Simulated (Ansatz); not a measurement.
Species: C$_{4}$H$_{6}$B (charge 0, doublet). It need not be the lowest isomer of its formula. 
Geometry from a B3LYP-D3(BJ)/def2-TZVP (Ansatz, an electronic-structure program) optimisation:
SMILES: C#CB([CH2])C
```xyz
11

C      2.2803    -0.1283    -0.1524
C      1.0777    -0.0369    -0.0660
B     -0.4384     0.0764     0.0424
C     -1.0307     1.4358     0.4175
C     -1.3310    -1.1877    -0.2305
H      3.3378    -0.2091    -0.2284
H     -2.1000     1.5980     0.5147
H     -0.4225     2.3137     0.6076
H     -2.4012    -1.0026    -0.1274
H     -1.0554    -2.0030     0.4472
H     -1.1440    -1.5768    -1.2372
```
Charge 0, spin multiplicity 2.

Computed values are from Ansatz. Valence correlation only, unless marked. Open shells are spin-unrestricted. Spin-orbit coupling is left out. No relativistic terms. CBS(X,Y): correlation extrapolated as X^-3; Hartree-Fock from the larger set.

atomisation energy De: 1094.1 kcal/mol at CCSD(T)/CBS(cc-pVTZ,cc-pVQZ)
total energy: -180.5033 Eh at CCSD(T)/CBS(cc-pVTZ,cc-pVQZ)
dipole moment: 0.43 D at CCSD(T)/aug-cc-pVDZ
T1 diagnostic: 0.017 at CCSD/cc-pVQZ
